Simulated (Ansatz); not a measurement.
Reaction (formal exchange of groups at the Si–Si bond): `C[Si](O)(O)[SiH3]` + `C=C(Br)OC` → `C[Si](O)(O)Br` + `C=C([SiH3])OC`

Computed with Ansatz on PBE0-D4/def2-TZVP structures; ΔE is electronic, products minus reactants. CBS: MP2 limit from def2 TZ/QZ plus the TZ coupled-cluster correction, frozen cores. Functionals use def2-TZVPP. B3LYP here is the variant with VWN-RPA as its local correlation; programs differ in this. For Br outer-core shells are correlated without core-valence functions, which leaves a few kJ/mol of doubt a bond. Scalar relativity is left out up to krypton. One conformer a species, not always the lowest.

(1) Is it downhill or uphill in electronic energy at CCSD(T)/CBS, and by how much? (Estimate.)

(2) What do these levels give: PBE0-D4, ωB97X-V, B3LYP, MP2/def2-TZVPP, SCS-MP2/def2-TZVPP, CCSD/CBS(def2)? (An estimate is asked.)

Largest T1 diagnostic among the species: 0.013.

## Answers

(1) Ansatz gave: Downhill: ΔE = -178.9 kJ/mol.

(2) Ansatz gave: PBE0-D4 -166.9, ωB97X-V -173.6, B3LYP -169.2, MP2/def2-TZVPP -181.7, SCS-MP2/def2-TZVPP -179.0, CCSD/CBS(def2) -182.5 kJ/mol.

In def2-TZVPP, CCSD(T) changes the Hartree–Fock value by +23.3 kJ/mol (the triples alone add +3.6 kJ/mol) and MP2 by +14.8 kJ/mol. From PBE to PBE0 (25 % exact exchange), in def2-TZVPP and without D4, ΔE moves by −12.6 kJ/mol.
